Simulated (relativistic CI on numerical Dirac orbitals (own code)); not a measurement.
Computed by Dirac-Coulomb-Breit CI, KLI orbitals optimised for each configuration, model QED (radiative potential, 1s self-energy scaled to tabulated hydrogen-like ionisation energies), unscaled Slater integrals (own radial code, finite nucleus).

The strongest absorption lines from the ground level of an ion, among the configurations computed and to levels below about 2770 eV (vacuum wavelength in nm, gf): 0.44975 (0.048), 0.47888 (0.14), 1.5422 (1.5), 1.5492 (0.37), 1.6467 (0.37), 2.7786 (0.4), 2.8237 (1.1), 2.8758 (0.59).

Q: Which ion is it?
A. W LVI
B. Au LXIII
C. Au LXI
D. Ac LXXI

A: C. Au LXI has 19 electrons and the ground level 3s²3p⁶3d ²D3/2; the strongest line goes to 3s²3p⁵3d² ²D°3/2. The pattern of lines fixes the number of electrons, and along that sequence the line energies rise steadily with the charge (about as its square where n changes within one kind of shell, about linearly where n is kept but much faster in heavy ions where fine structure, which grows about as Z⁴, sets the gap, and irregularly where shells cross), which fixes Z. Configurations outside the model, such as inner-shell arrays, can give stronger lines. At this charge energies of transitions that change n are usually good to better than 1 %, and those within a shell (Δn = 0) to a few per cent.

LS names give the leading component of a level, which can be under half, so a name can repeat, a term be missing and a line seem to break the LS rules.
